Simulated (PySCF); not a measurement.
CH₂N, SMILES C#[NH+], charge +1.

Coordinates come from a PBE0-D3(BJ)/def2-TZVPD optimisation. The isomer is the one that the SMILES or the coordinates give; other isomers of the formula were not compared.

These are PBE/def2-TZVPD (PySCF) values and carry that method's errors.

The molecule is in vacuum.

Q: Estimate the frontier levels, gap, dipole moment and polarisability. (Estimate from the structure and the level; the computed values follow.)

A: 
The highest occupied level comes out as -18.20 eV. The lowest empty level comes out as -9.39 eV. The orbital gap is 8.80 eV and the dipole moment about the centre of nuclear charge is 0.26 D. The mean static polarisability comes out as 13.1 bohr³ (1.94 Å³) and the polarisability, principal values is 10.0, 10.0, 19.4 bohr³.
